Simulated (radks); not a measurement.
The numbers below are computed, except where a source is named.
Valence configurations of the vanadium ion V3+ (all share [Ar]). Code: a radial shooting solver on a logarithmic mesh with Libxc functionals. Model: non-relativistic Kohn-Sham, PBE, spin-polarised, spherical densities, point nucleus; open shells are filled with parallel spins first. Energies are relative to 3d2; eigenvalues in eV for spin up.

valence          E (eV)  moment (Bohr magnetons)    e(3d)    e(4p)    e(4s)
3d2               0.000                        2  -38.072        -        -
3d1.5 4p0.5       8.444                        2  -41.729  -23.735        -
3d1 4s1          11.834                        2  -44.587        -  -30.929
3d1 4p1          17.990                        2  -45.471  -25.269        -
3d0.5 4s1 4p0.5  22.319                        2  -48.423  -26.278  -32.636
4s2              28.657                        0        -        -  -32.821
3d0.5 4p1.5      28.668                        2  -49.277  -26.740        -
4s1.5 4p0.5      31.595                        1        -  -27.107  -33.613
4s0.5 4p1.5      37.280                        2        -  -27.912  -34.461
4p2              40.552                        2        -  -28.120        -

NIST lists [Ar] 3d2 as the ground configuration; this level of theory agrees among the configurations tried. The energies are those of spherical high-spin densities, not of single terms.
